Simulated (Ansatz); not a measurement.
```xyz
11

F     2.198    1.880    1.013
Si    1.620    0.481    0.525
F     2.228   -0.632    1.479
C    -0.242    0.487    0.644
O    -0.711   -0.722    0.095
Al   -1.719   -1.105   -1.211
H     2.105    0.218   -0.846
H    -0.648    1.370    0.130
H    -0.552    0.568    1.694
H    -1.960   -2.639   -1.471
H    -2.320    0.094   -2.053
```

Charge 0, multiplicity 1.

(1) List the PBE0/def2-TZVPP orbital energies in eV (Ansatz 0.2.0). (Estimate.)

Results:

(1) Computed: Occupied: -1804.22, -1528.06, -674.04, -673.98, -522.81, -279.69, -146.36, -113.95, -101.09, -101.04, -100.97, -74.07, -73.90, -73.84, -33.68, -33.18, -28.23, -19.37, -15.94, -14.30, -13.85, -13.65, -13.36, -12.86, -12.35, -12.06, -11.93, -10.86, -10.41, -9.18, -8.54, -8.09. Lowest empty: -1.28, -0.05, 0.86, 0.93, 1.35, 1.78, 2.29, 2.72.
